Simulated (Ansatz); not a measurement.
Program: Ansatz. Geometries: PBE0-D4/def2-TZVP. ΔE: electronic, gas phase. CCSD(T)/CBS is the MP2 limit (def2-TZVPP, def2-QZVPP) plus CCSD(T) − MP2 in def2-TZVPP, frozen cores. DFT in def2-TZVPP. For Br, Ge outer-core shells are correlated without core-valence functions, which leaves a few kJ/mol of doubt a bond. Scalar relativity is left out up to krypton.

`[F][GeH]([Cl])[Br]` → `ClBr` + `[F][GeH]`  (germylene formation by 1,1-elimination)

Problem. Is it downhill or uphill in electronic energy at CCSD(T)/CBS, and by how much? (Best estimate.)

Solution. Ansatz gave: Uphill: ΔE = +4.15 eV.

Problem. What do these levels give: LC-ωPBE, CCSD/def2-SVP, HF/def2-TZVPP, CCSD(T)/def2-TZVPP, SCS-MP2/def2-QZVPP, CCSD/CBS(def2)? (An estimate is asked.)

Solution. Computed: LC-ωPBE 4.30, CCSD/def2-SVP 4.27, HF/def2-TZVPP 4.27, CCSD(T)/def2-TZVPP 4.29, SCS-MP2/def2-QZVPP 4.27, CCSD/CBS(def2) 4.14 eV.

Largest T1 diagnostic among the species: 0.014.

From BLYP to BHLYP (50 % exact exchange), in def2-TZVPP and without D4, ΔE moves by +0.66 eV. At CCSD(T), def2-SVP lies +0.12 eV from the extrapolated value and def2-TZVPP +0.14 eV. The D4 term adds +0.14 eV with B3LYP and +0.07 eV with PBE0; it sums over pairs of atoms, weighted by their polarisabilities, and B3LYP, whose exchange is more repulsive, gets the larger term.

B3LYP here is the variant with VWN-RPA as its local correlation; programs differ in this.
